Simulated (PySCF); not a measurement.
**Radial density of Zn²⁺ (zinc, charge +2)**

M06-2X, [Ar] 3d10, closed-shell 1S. Calculation: PySCF 2.14, in def2-SVP (5s3p2d1f, 31 functions); the non-relativistic Hamiltonian (point nucleus).

| r (bohr) | 4πr²ρ (e/bohr) |
| --- | --- |
| 0.000940 | 0.1900 |
| 0.00158 | 0.5249 |
| 0.00266 | 1.402 |
| 0.00447 | 3.538 |
| 0.00753 | 8.361 |
| 0.0127 | 17.38 |
| 0.0213 | 29.58 |
| 0.0358 | 36.30 |
| 0.0602 | 30.77 |
| 0.101 | 32.29 |
| 0.170 | 41.58 |
| 0.287 | 23.44 |
| 0.482 | 22.93 |
| 0.811 | 18.48 |
| 1.36 | 4.200 |
| 2.30 | 0.4168 |
| 3.86 | 0.0004203 |
